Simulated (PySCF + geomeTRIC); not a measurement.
Computed with BP86-D3(BJ)/def2-SVP (PySCF + geomeTRIC). fastk is a local helper that only speeds up exchange builds. No frequencies were computed at this level.

```python
import json, numpy as np
from pyscf import gto, dft
from fastk import lowrank_exchange
atoms = """
W     -0.053920     0.066303     0.093771
O      0.641977     1.836899     0.142944
H      1.490093     2.238734    -0.085137
O     -0.424592     0.174123    -1.738025
H     -0.460241     0.160142    -2.701227
O      0.324843    -0.162806     1.939052
H      0.913363     0.093306     2.660353
O      1.821988    -0.448805    -0.325289
H      2.135843    -1.330851    -0.549597
O     -0.605354    -1.741010     0.063864
H     -0.822087    -2.588178     0.472940
C     -2.095951     0.854351     0.573996
H     -2.211296     1.912852     0.300731
H     -2.364230     0.804279     1.637999
H     -2.909088     0.333293     0.049266
"""
def scf(charge, spin, dm0=None):
    mol = gto.M(atom=atoms, basis='def2-svp', ecp={'W': 'def2-svp'}, charge=charge, spin=spin, verbose=3, max_memory=3360)
    mf = dft.KS(mol, xc='bp86').density_fit(auxbasis="def2-universal-jkfit")
    mf.disp = 'd3bj'
    mf.grids.level = 3
    mf.conv_tol = 1e-8
    mf.max_cycle = 120
    mf.level_shift = 0.25
    mf.kernel(dm0)
    if not mf.converged:
        mf = mf.newton().run(mf.mo_coeff, mf.mo_occ).undo_soscf()
    return mf
mf = scf(0, 0)
from pyscf.geomopt.geometric_solver import kernel as optimize
path = []
done, mol = optimize(mf, maxsteps=120, assert_convergence=False, callback=lambda env: path.append((env["energy"], bool(env["g_scanner"].converged))))
res = dict(converged=bool(done and path[-1][1]), energy=path[-1][0], path=[e for e, c in path], xyz=mol.atom_coords(unit="Angstrom").tolist(), nao=mol.nao)
json.dump(res, open("result.json", "w"))
```

Output:

```
[...]
converged SCF energy = -486.133113536134
cycle 55: E = -486.133113536  dE = -0.000163152  norm(grad) = 0.00306447
Geometry optimization cycle 56
converged SCF energy = -486.133246745042
cycle 56: E = -486.133246745  dE = -0.000133209  norm(grad) = 0.0020317
Geometry optimization cycle 57
converged SCF energy = -486.133293547242
cycle 57: E = -486.133293547  dE = -4.68022e-05  norm(grad) = 0.00135306
Geometry optimization cycle 58
converged SCF energy = -486.133314880217
cycle 58: E = -486.13331488  dE = -2.1333e-05  norm(grad) = 0.00130595
Geometry optimization cycle 59
converged SCF energy = -486.133321195208
cycle 59: E = -486.133321195  dE = -6.31499e-06  norm(grad) = 0.000952573
Geometry optimization cycle 60
converged SCF energy = -486.133328674929
cycle 60: E = -486.133328675  dE = -7.47972e-06  norm(grad) = 0.000758923
Geometry optimization cycle 61
converged SCF energy = -486.133337014724
cycle 61: E = -486.133337015  dE = -8.33979e-06  norm(grad) = 0.000815526
Geometry optimization cycle 62
converged SCF energy = -486.133342212622
cycle 62: E = -486.133342213  dE = -5.1979e-06  norm(grad) = 0.000926878
Geometry optimization cycle 63
converged SCF energy = -486.133346388846
cycle 63: E = -486.133346389  dE = -4.17622e-06  norm(grad) = 0.000899623
Geometry optimization cycle 64
converged SCF energy = -486.133348202721
cycle 64: E = -486.133348203  dE = -1.81388e-06  norm(grad) = 0.000635871
Geometry optimization cycle 65
converged SCF energy = -486.133348767493
cycle 65: E = -486.133348767  dE = -5.64772e-07  norm(grad) = 0.000356883
Geometry optimization cycle 66
converged SCF energy = -486.133347934126
cycle 66: E = -486.133347934  dE = 8.33367e-07  norm(grad) = 0.000359767
Geometry optimization cycle 67
converged SCF energy = -486.133347265369
cycle 67: E = -486.133347265  dE = 6.68758e-07  norm(grad) = 0.000448802
Geometry optimization cycle 68
converged SCF energy = -486.133348146384
cycle 68: E = -486.133348146  dE = -8.81015e-07  norm(grad) = 0.000360567
<class 'geometric.internal.Distance'> : 14
<class 'geometric.internal.Angle'> : 13
<class 'geometric.internal.LinearAngle'> : 8
<class 'geometric.internal.OutOfPlane'> : 12
<class 'geometric.internal.Dihedral'> : 32
<class 'geometric.internal.TranslationX'> : 1
<class 'geometric.internal.TranslationY'> : 1
<class 'geometric.internal.TranslationZ'> : 1
<class 'geometric.internal.RotationA'> : 1
<class 'geometric.internal.RotationB'> : 1
<class 'geometric.internal.RotationC'> : 1
Step    0 : Gradient = 8.960e-03/1.147e-02 (rms/max) Energy = -486.0947968541
Step    1 : Displace = 7.891e-02/1.485e-01 (rms/max) Trust = 1.000e-01 (=) Grad = 5.639e-03/1.121e-02 (rms/max) E (change) = -486.0985137347 (-3.717e-03) Quality = 0.995
Step    2 : Displace = 8.320e-02/1.606e-01 (rms/max) Trust = 1.414e-01 (+) Grad = 6.768e-03/1.182e-02 (rms/max) E (change) = -486.0991978376 (-6.841e-04) Quality = 0.352
Step    3 : Displace = 6.851e-02/1.228e-01 (rms/max) Trust = 1.414e-01 (=) Grad = 5.111e-03/9.782e-03 (rms/max) E (change) = -486.1022910429 (-3.093e-03) Quality = 1.310
Step    4 : Displace = 1.093e-01/2.353e-01 (rms/max) Trust = 2.000e-01 (+) Grad = 6.806e-03/1.913e-02 (rms/max) E (change) = -486.1054961831 (-3.205e-03) Quality = 1.340
Step    5 : Displace = 1.228e-01/2.704e-01 (rms/max) Trust = 2.828e-01 (+) Grad = 5.885e-03/1.359e-02 (rms/max) E (change) = -486.1069343892 (-1.438e-03) Quality = 0.767
Step    6 : Displace = 4.163e-02/8.269e-02 (rms/max) Trust = 3.000e-01 (+) Grad = 2.896e-03/5.385e-03 (rms/max) E (change) = -486.1080854585 (-1.151e-03) Quality = 1.030
Step    7 : Displace = 3.572e-02/6.218e-02 (rms/max) Trust = 3.000e-01 (=) Grad = 2.306e-03/5.262e-03 (rms/max) E (change) = -486.1082895805 (-2.041e-04) Quality = 0.383
Step    8 : Displace = 3.785e-02/8.056e-02 (rms/max) Trust = 3.000e-01 (=) Grad = 2.461e-03/4.991e-03 (rms/max) E (change) = -486.1086109777 (-3.214e-04) Quality = 0.815
Step    9 : Displace = 5.625e-02/1.157e-01 (rms/max) Trust = 3.000e-01 (=) Grad = 2.557e-03/4.741e-03 (rms/max) E (change) = -486.1087238892 (-1.129e-04) Quality = 0.231
Step   10 : Displace = 2.270e-02/5.651e-02 (rms/max) Trust = 2.813e-02 (-) Grad = 1.478e-03/3.248e-03 (rms/max) E (change) = -486.1092296019 (-5.057e-04) Quality = 1.371
Step   11 : Displace = 3.129e-02/6.431e-02 (rms/max) Trust = 3.978e-02 (+) Grad = 1.515e-03/2.962e-03 (rms/max) E (change) = -486.1097811141 (-5.515e-04) Quality = 1.678
Step   12 : Displace = 6.083e-02/1.427e-01 (rms/max) Trust = 5.625e-02 (+) Grad = 2.875e-03/5.493e-03 (rms/max) E (change) = -486.1109693749 (-1.188e-03) Quality = 1.376
Step   13 : Displace = 4.047e-02/8.834e-02 (rms/max) Trust = 7.955e-02 (+) Grad = 3.014e-03/7.479e-03 (rms/max) E (change) = -486.1112269796 (-2.576e-04) Quality = 0.401
Step   14 : Displace = 3.470e-02/7.714e-02 (rms/max) Trust = 7.955e-02 (=) Grad = 3.159e-03/8.164e-03 (rms/max) E (change) = -486.1123527027 (-1.126e-03) Quality = 1.506
Step   15 : Displace = 1.157e-01/2.516e-01 (rms/max) Trust = 1.125e-01 (+) Grad = 5.413e-03/1.250e-02 (rms/max) E (change) = -486.1142946533 (-1.942e-03) Quality = 0.700
Step   16 : Displace = 1.145e-01/3.553e-01 (rms/max) Trust = 1.125e-01 (=) Grad = 6.645e-03/1.630e-02 (rms/max) E (change) = -486.1155619646 (-1.267e-03) Quality = 0.589
Step   17 : Displace = 6.763e-02/1.538e-01 (rms/max) Trust = 1.125e-01 (=) Grad = 3.709e-03/8.245e-03 (rms/max) E (change) = -486.1180366666 (-2.475e-03) Quality = 0.973
Step   18 : Displace = 7.441e-02/1.640e-01 (rms/max) Trust = 1.591e-01 (+) Grad = 3.230e-03/5.428e-03 (rms/max) E (change) = -486.1202622514 (-2.226e-03) Quality = 1.274
Step   19 : Displace = 1.346e-01/3.104e-01 (rms/max) Trust = 2.250e-01 (+) Grad = 5.193e-03/9.301e-03 (rms/max) E (change) = -486.1190187813 (+1.243e-03) Quality = -0.702
Step   20 : Displace = 6.350e-02/1.551e-01 (rms/max) Trust = 6.731e-02 (-) Grad = 3.718e-03/8.548e-03 (rms/max) E (change) = -486.1214079465 (-2.389e-03) Quality = 0.836
Step   21 : Displace = 6.259e-02/1.245e-01 (rms/max) Trust = 9.520e-02 (+) Grad = 2.237e-03/4.989e-03 (rms/max) E (change) = -486.1216245410 (-2.166e-04) Quality = 0.214
Step   22 : Displace = 3.406e-02/7.940e-02 (rms/max) Trust = 3.130e-02 (-) Grad = 1.264e-03/2.771e-03 (rms/max) E (change) = -486.1223419889 (-7.174e-04) Quality = 1.349
Step   23 : Displace = 4.601e-02/1.061e-01 (rms/max) Trust = 4.426e-02 (+) Grad = 1.920e-03/4.814e-03 (rms/max) E (change) = -486.1229463292 (-6.043e-04) Quality = 1.208
Step   24 : Displace = 6.276e-02/1.372e-01 (rms/max) Trust = 6.259e-02 (+) Grad = 2.612e-03/5.676e-03 (rms/max) E (change) = -486.1237654778 (-8.191e-04) Quality = 1.356
Step   25 : Displace = 8.830e-02/1.923e-01 (rms/max) Trust = 8.852e-02 (+) Grad = 2.673e-03/5.733e-03 (rms/max) E (change) = -486.1251191677 (-1.354e-03) Quality = 1.208
Step   26 : Displace = 1.262e-01/2.672e-01 (rms/max) Trust = 1.252e-01 (+) Grad = 2.466e-03/5.810e-03 (rms/max) E (change) = -486.1268138025 (-1.695e-03) Quality = 0.986
Step   27 : Displace = 7.719e-02/1.782e-01 (rms/max) Trust = 1.770e-01 (+) Grad = 2.335e-03/5.390e-03 (rms/max) E (change) = -486.1275216510 (-7.078e-04) Quality = 1.135
Step   28 : Displace = 3.202e-02/9.100e-02 (rms/max) Trust = 2.504e-01 (+) Grad = 2.387e-03/5.516e-03 (rms/max) E (change) = -486.1281970427 (-6.754e-04) Quality = 1.327
Step   29 : Displace = 5.743e-02/1.000e-01 (rms/max) Trust = 3.000e-01 (+) Grad = 2.197e-03/4.887e-03 (rms/max) E (change) = -486.1290475774 (-8.505e-04) Quality = 1.037
Step   30 : Displace = 1.914e-02/4.124e-02 (rms/max) Trust = 3.000e-01 (=) Grad = 1.321e-03/2.661e-03 (rms/max) E (change) = -486.1293178418 (-2.703e-04) Quality = 1.213
Step   31 : Displace = 1.688e-02/3.555e-02 (rms/max) Trust = 3.000e-01 (=) Grad = 1.051e-03/1.868e-03 (rms/max) E (change) = -486.1295311597 (-2.133e-04) Quality = 1.453
Step   32 : Displace = 2.879e-02/6.299e-02 (rms/max) Trust = 3.000e-01 (=) Grad = 1.343e-03/3.649e-03 (rms/max) E (change) = -486.1297407590 (-2.096e-04) Quality = 1.229
Step   33 : Displace = 2.536e-02/5.663e-02 (rms/max) Trust = 3.000e-01 (=) Grad = 1.246e-03/3.098e-03 (rms/max) E (change) = -486.1298803271 (-1.396e-04) Quality = 1.348
Step   34 : Displace = 2.975e-02/6.421e-02 (rms/max) Trust = 3.000e-01 (=) Grad = 9.258e-04/1.912e-03 (rms/max) E (change) = -486.1300352212 (-1.549e-04) Quality = 1.354
Step   35 : Displace = 2.201e-02/4.649e-02 (rms/max) Trust = 3.000e-01 (=) Grad = 6.430e-04/1.330e-03 (rms/max) E (change) = -486.1301348344 (-9.961e-05) Quality = 1.299
Step   36 : Displace = 1.452e-02/2.924e-02 (rms/max) Trust = 3.000e-01 (=) Grad = 7.233e-04/2.021e-03 (rms/max) E (change) = -486.1301962728 (-6.144e-05) Quality = 1.449
Step   37 : Displace = 1.796e-02/3.492e-02 (rms/max) Trust = 3.000e-01 (=) Grad = 7.158e-04/1.963e-03 (rms/max) E (change) = -486.1302599804 (-6.371e-05) Quality = 1.451
Step   38 : Displace = 2.072e-02/3.949e-02 (rms/max) Trust = 3.000e-01 (=) Grad = 6.288e-04/1.447e-03 (rms/max) E (change) = -486.1303220937 (-6.211e-05) Quality = 1.448
Step   39 : Displace = 2.011e-02/4.217e-02 (rms/max) Trust = 3.000e-01 (=) Grad = 5.146e-04/1.017e-03 (rms/max) E (change) = -486.1303763909 (-5.430e-05) Quality = 1.445
Step   40 : Displace = 2.007e-02/4.583e-02 (rms/max) Trust = 3.000e-01 (=) Grad = 6.432e-04/1.205e-03 (rms/max) E (change) = -486.1304330075 (-5.662e-05) Quality = 1.468
Step   41 : Displace = 2.212e-02/5.593e-02 (rms/max) Trust = 3.000e-01 (=) Grad = 8.568e-04/2.061e-03 (rms/max) E (change) = -486.1305008376 (-6.783e-05) Quality = 1.443
Step   42 : Displace = 2.228e-02/6.229e-02 (rms/max) Trust = 3.000e-01 (=) Grad = 1.003e-03/2.359e-03 (rms/max) E (change) = -486.1305850758 (-8.424e-05) Quality = 1.443
Step   43 : Displace = 2.470e-02/7.439e-02 (rms/max) Trust = 3.000e-01 (=) Grad = 1.103e-03/2.250e-03 (rms/max) E (change) = -486.1307048543 (-1.198e-04) Quality = 1.466
Step   44 : Displace = 3.440e-02/1.012e-01 (rms/max) Trust = 3.000e-01 (=) Grad = 1.252e-03/2.273e-03 (rms/max) E (change) = -486.1308888149 (-1.840e-04) Quality = 1.445
Step   45 : Displace = 4.809e-02/1.411e-01 (rms/max) Trust = 3.000e-01 (=) Grad = 1.460e-03/3.170e-03 (rms/max) E (change) = -486.1311400129 (-2.512e-04) Quality = 1.442
Step   46 : Displace = 6.320e-02/1.859e-01 (rms/max) Trust = 3.000e-01 (=) Grad = 1.458e-03/3.324e-03 (rms/max) E (change) = -486.1314504552 (-3.104e-04) Quality = 1.442
Step   47 : Displace = 9.168e-02/2.512e-01 (rms/max) Trust = 3.000e-01 (=) Grad = 1.322e-03/2.697e-03 (rms/max) E (change) = -486.1318452328 (-3.948e-04) Quality = 1.338
Step   48 : Displace = 8.572e-02/2.319e-01 (rms/max) Trust = 3.000e-01 (=) Grad = 1.643e-03/4.059e-03 (rms/max) E (change) = -486.1320812180 (-2.360e-04) Quality = 0.885
Step   49 : Displace = 9.027e-02/1.761e-01 (rms/max) Trust = 3.000e-01 (=) Grad = 3.481e-03/9.919e-03 (rms/max) E (change) = -486.1316903762 (+3.908e-04) Quality = -0.792
Step   50 : Displace = 4.558e-02/9.099e-02 (rms/max) Trust = 4.514e-02 (-) Grad = 1.148e-03/1.810e-03 (rms/max) E (change) = -486.1324332996 (-7.429e-04) Quality = 1.083
Step   51 : Displace = 2.582e-02/7.411e-02 (rms/max) Trust = 6.383e-02 (+) Grad = 8.779e-04/1.717e-03 (rms/max) E (change) = -486.1326453064 (-2.120e-04) Quality = 1.197
Step   52 : Displace = 2.318e-02/5.317e-02 (rms/max) Trust = 9.027e-02 (+) Grad = 6.633e-04/1.257e-03 (rms/max) E (change) = -486.1327938839 (-1.486e-04) Quality = 1.294
Step   53 : Displace = 4.383e-02/9.270e-02 (rms/max) Trust = 1.277e-01 (+) Grad = 1.156e-03/2.840e-03 (rms/max) E (change) = -486.1329503846 (-1.565e-04) Quality = 0.994
Step   54 : Displace = 2.784e-02/5.640e-02 (rms/max) Trust = 1.805e-01 (+) Grad = 7.912e-04/1.914e-03 (rms/max) E (change) = -486.1331135361 (-1.632e-04) Quality = 1.339
Step   55 : Displace = 4.120e-02/8.590e-02 (rms/max) Trust = 2.553e-01 (+) Grad = 5.246e-04/9.693e-04 (rms/max) E (change) = -486.1332467450 (-1.332e-04) Quality = 1.204
Step   56 : Displace = 1.757e-02/4.174e-02 (rms/max) Trust = 3.000e-01 (+) Grad = 3.494e-04/7.999e-04 (rms/max) E (change) = -486.1332935472 (-4.680e-05) Quality = 1.279
Step   57 : Displace = 1.489e-02/2.388e-02 (rms/max) Trust = 3.000e-01 (=) Grad = 3.372e-04/9.357e-04 (rms/max) E (change) = -486.1333148802 (-2.133e-05) Quality = 1.037
Step   58 : Displace = 5.112e-03/1.246e-02 (rms/max) Trust = 3.000e-01 (=) Grad = 2.460e-04/4.722e-04 (rms/max) E (change) = -486.1333211952 (-6.315e-06) Quality = 0.819
Step   59 : Displace = 6.330e-03/1.458e-02 (rms/max) Trust = 3.000e-01 (=) Grad = 1.960e-04/3.953e-04 (rms/max) E (change) = -486.1333286749 (-7.480e-06) Quality = 1.059
Step   60 : Displace = 1.192e-02/3.036e-02 (rms/max) Trust = 3.000e-01 (=) Grad = 2.106e-04/3.504e-04 (rms/max) E (change) = -486.1333370147 (-8.340e-06) Quality = 0.726
Step   61 : Displace = 1.130e-02/2.951e-02 (rms/max) Trust = 3.000e-01 (=) Grad = 2.393e-04/4.550e-04 (rms/max) E (change) = -486.1333422126 (-5.198e-06) Quality = 0.581
Step   62 : Displace = 1.589e-02/3.974e-02 (rms/max) Trust = 3.000e-01 (=) Grad = 2.323e-04/4.752e-04 (rms/max) E (change) = -486.1333463888 (-4.176e-06) Quality = 0.400
Step   63 : Displace = 1.342e-02/3.217e-02 (rms/max) Trust = 3.000e-01 (=) Grad = 1.642e-04/3.249e-04 (rms/max) E (change) = -486.1333482027 (-1.814e-06) Quality = 0.223
Step   64 : Displace = 6.687e-03/1.392e-02 (rms/max) Trust = 6.710e-03 (-) Grad = 9.215e-05/1.489e-04 (rms/max) E (change) = -486.1333487675 (-5.648e-07) Quality = 0.123
Step   65 : Displace = 3.386e-03/5.606e-03 (rms/max) Trust = 3.344e-03 (-) Grad = 9.289e-05/1.665e-04 (rms/max) E (change) = -486.1333479341 (+8.334e-07) Quality = -0.261
Step   66 : Displace = 1.702e-03/3.844e-03 (rms/max) Trust = 1.672e-03 (-) Grad = 1.159e-04/2.159e-04 (rms/max) E (change) = -486.1333472654 (+6.688e-07) Quality = -0.238
Step   67 : Displace = 9.152e-04/1.658e-03 (rms/max) Trust = 8.359e-04 (-) Grad = 9.310e-05/1.608e-04 (rms/max) E (change) = -486.1333481464 (-8.810e-07) Quality = 0.410
Converged! =D
```

Cost: around 50 core-minutes (rough).
